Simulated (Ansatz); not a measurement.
A nudged elastic band was laid between two geometries of C2H4Si2 (8 atoms, charge 0, multiplicity 1).

All numbers below come from UKS PBE-D4/def2-SVP in Ansatz 0.2.0.

```json
{
 "movable images": "5",
 "climbing image": "yes",
 "spring": "5.0 eV/Å²",
 "optimiser": "quadratic models (default)",
 "start path": "through a guess of the saddle point",
 "force threshold": "0.05 eV/Å",
 "iteration limit": "60",
 "end points": "relaxed"
}
```

Image 0:

```xyz
8
Properties=species:S:1:pos:R:3
C -0.599 1.546 -0.921
Si 0.627 0.538 -0.194
C 0.239 -1.030 0.564
Si -0.004 -2.153 1.790
H -0.364 2.459 -1.494
H -1.667 1.285 -0.846
H 2.060 0.951 -0.341
H -0.293 -3.596 1.442
```

Image 6:

```xyz
8
Properties=species:S:1:pos:R:3
C -0.670 0.972 -0.352
Si 0.825 -0.120 -0.464
C 0.141 -1.433 0.520
Si -1.001 -0.206 1.254
H -0.578 2.066 -0.210
H -1.444 0.745 -1.110
H 2.249 0.409 -0.471
H 0.477 -2.433 0.833
```

(1) Which bonds break or form, and what moves?

(2) What energy profile does the band end with?

(3) What is the geometry of the highest image?

(4) What are the harmonic wavenumbers there?

The band took 17 iterations and roughly 4 core-minutes.

Answers

(1) Bonds broken: Si4–H8. Bonds formed: C1–Si4, Si2–Si4, C3–H8.

(2) It converged. The highest image is number 1 of 0 to 6, 3.5 kcal/mol above the first end and 62.7 kcal/mol above the last; the last end lies 59.2 kcal/mol below the first. A vibrational analysis at the climbing image gives one clearly imaginary mode, 512i cm⁻¹: a first-order saddle point. The orbitals were unrestricted but ended closed-shell.

```json
{"image": "0", "path coordinate (Å)": "0.00", "energy (kcal/mol)": "0.0", "Si4–H8 (Å)": "1.51", "C1–Si4 (Å)": "4.62", "Si2–Si4 (Å)": "3.40"}
{"image": "1", "path coordinate (Å)": "1.12", "energy (kcal/mol)": "3.5", "Si4–H8 (Å)": "1.55", "C1–Si4 (Å)": "4.65", "Si2–Si4 (Å)": "3.50"}
{"image": "2", "path coordinate (Å)": "1.99", "energy (kcal/mol)": "-22.8", "Si4–H8 (Å)": "1.84", "C1–Si4 (Å)": "4.68", "Si2–Si4 (Å)": "3.50"}
{"image": "3", "path coordinate (Å)": "2.86", "energy (kcal/mol)": "-30.3", "Si4–H8 (Å)": "2.48", "C1–Si4 (Å)": "4.18", "Si2–Si4 (Å)": "3.12"}
{"image": "4", "path coordinate (Å)": "3.73", "energy (kcal/mol)": "-37.6", "Si4–H8 (Å)": "2.67", "C1–Si4 (Å)": "3.41", "Si2–Si4 (Å)": "2.71"}
{"image": "5", "path coordinate (Å)": "4.60", "energy (kcal/mol)": "-46.2", "Si4–H8 (Å)": "2.70", "C1–Si4 (Å)": "2.62", "Si2–Si4 (Å)": "2.55"}
{"image": "6", "path coordinate (Å)": "5.47", "energy (kcal/mol)": "-59.2", "Si4–H8 (Å)": "2.71", "C1–Si4 (Å)": "2.02", "Si2–Si4 (Å)": "2.51"}
```

(3) 
```xyz
8
Properties=species:S:1:pos:R:3:forces:R:3
C -0.571 1.398 -0.934 0.00 0.00 0.00
Si 0.638 0.466 -0.085 0.00 0.00 0.01
C 0.182 -0.926 0.951 0.00 0.00 0.00
Si -0.251 -2.169 2.037 0.00 0.00 0.01
H -0.331 2.248 -1.594 0.00 0.00 0.00
H -1.641 1.163 -0.819 0.00 0.00 0.00
H 2.079 0.820 -0.290 0.00 0.00 0.00
H -0.105 -2.999 0.735 0.00 0.00 0.00
```

(4) 512i, 51, 107, 256, 280, 417, 487, 624, 650, 762, 828, 903, 1221, 1317, 1942, 2195, 3078, 3187 cm⁻¹.

The run took 2.1 min on 2 threads of Intel(R) Xeon(R) Platinum 8488C (Sapphire Rapids) (shared host), peak memory 0.21 GiB.
